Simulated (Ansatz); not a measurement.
K2Na6⁺. The state is a doublet with charge 1. Geometry PBE0/def2-SVP.

```xyz
8

Na   -2.2732    0.1948   -1.2057
Na   -0.9385    3.2871   -2.4759
Na    1.1817    0.3997   -2.2458
Na    0.9443   -1.2322    2.8551
Na   -2.5617   -1.0529    2.1020
Na    3.3979   -0.6785    0.2970
K     0.0113   -3.1304   -0.5863
K     0.2383    2.2124    1.2596
```

HSE06 is defined as in plane-wave codes, on full-range PBE exchange. Another isomer (doublet) lies 0.15 eV lower at PBE0/def2-TZVP; other spin states weren't run for this one.

(1) Estimate the α-spin orbital energies around the gap (eV) in Ansatz with PBE/def2-SVP, r2SCAN/def2-TZVP, PBE0/def2-SVP, PBE0/def2-TZVP, HSE06/def2-TZVP.

Answers

(1) 
```csv
orbital,PBE/def2-SVP,r2SCAN/def2-TZVP,PBE0/def2-SVP,PBE0/def2-TZVP,HSE06/def2-TZVP
HOMO−9,-21.72,-22.14,-23.72,-23.53,-23.12
HOMO−8,-21.69,-22.11,-23.69,-23.50,-23.09
HOMO−7,-21.69,-22.11,-23.69,-23.49,-23.08
HOMO−6,-21.57,-21.97,-23.56,-23.36,-22.96
HOMO−5,-21.57,-21.97,-23.56,-23.36,-22.95
HOMO−4,-21.56,-21.94,-23.55,-23.35,-22.94
HOMO−3,-6.97,-6.98,-7.66,-7.67,-7.26
HOMO−2,-6.04,-6.01,-6.48,-6.50,-6.18
HOMO−1,-5.77,-5.72,-6.16,-6.18,-5.87
HOMO,-5.43,-5.48,-5.79,-5.81,-5.51
LUMO,-4.64,-4.41,-4.18,-4.19,-4.50
LUMO+1,-4.45,-4.30,-4.00,-4.02,-4.33
LUMO+2,-4.32,-4.23,-3.89,-3.91,-4.21
LUMO+3,-4.11,-3.89,-3.63,-3.64,-3.95
LUMO+4,-3.94,-3.87,-3.51,-3.53,-3.83
LUMO+5,-3.82,-3.64,-3.38,-3.40,-3.70
β HOMO,-5.70,-5.65,-6.08,-6.10,-5.79
β LUMO,-5.02,-4.57,-4.51,-4.50,-4.82
```
